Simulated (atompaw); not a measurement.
An all-electron radial function and its pseudo partner (gadolinium (Gd))

Columns: radius, all-electron u(r) and pseudo u(r) of the 6s shell (level -4.43 eV) of gadolinium in the configuration [Kr] 4d10 4f6.5 5s2 5p6 5d1.5 6s2 6p0; LDA (PW92), scalar-relativistic, PAW (atompaw) scheme, atompaw 4.2.0.5.

| r (bohr) | all-electron | pseudo |
| --- | --- | --- |
| 0.115 | -0.0251 | -0.0908 |
| 0.231 | -0.0752 | -0.1771 |
| 0.346 | 0.1160 | -0.2527 |
| 0.462 | 0.1652 | -0.3145 |
| 0.577 | 0.0711 | -0.3582 |
| 0.692 | -0.0667 | -0.3823 |
| 0.808 | -0.1838 | -0.3858 |
| 0.923 | -0.2530 | -0.3690 |
| 1.038 | -0.2738 | -0.3334 |
| 1.154 | -0.2542 | -0.2811 |
| 1.269 | -0.2057 | -0.2161 |
| 1.385 | -0.1377 | -0.1410 |
| 1.500 | -0.0602 | -0.0610 |
| 1.615 | 0.0209 | 0.0209 |
| 1.731 | 0.1019 | 0.1019 |
| 1.846 | 0.1782 | 0.1782 |
| 1.962 | 0.2492 | 0.2492 |
| 2.077 | 0.3124 | 0.3124 |
| 2.192 | 0.3682 | 0.3682 |
| 2.308 | 0.4168 | 0.4168 |
| 2.423 | 0.4576 | 0.4576 |
| 2.538 | 0.4914 | 0.4914 |
| 2.654 | 0.5190 | 0.5190 |
| 2.769 | 0.5404 | 0.5404 |
| 2.885 | 0.5566 | 0.5566 |
| 3.000 | 0.5678 | 0.5678 |

Task: How many radial nodes do the two functions have?

Result: The all-electron 6s function has n − l − 1 = 5 (the table is too coarse to show those close to the nucleus); the pseudo-wave has 1, since 1 lower shell of the same l stays in the valence.

Task: At about which radius was the pseudo-wave matched?

Result: 1.85 bohr. The columns agree to 0.0005 from 1.61 bohr on; several derivatives are matched, so the curves merge somewhat inside the radius.

Task: Is the pseudo-wave norm-conserving?

Result: No, it belongs to a PAW set: the norm inside the radius is not constrained, and the difference is carried by the augmentation charge.
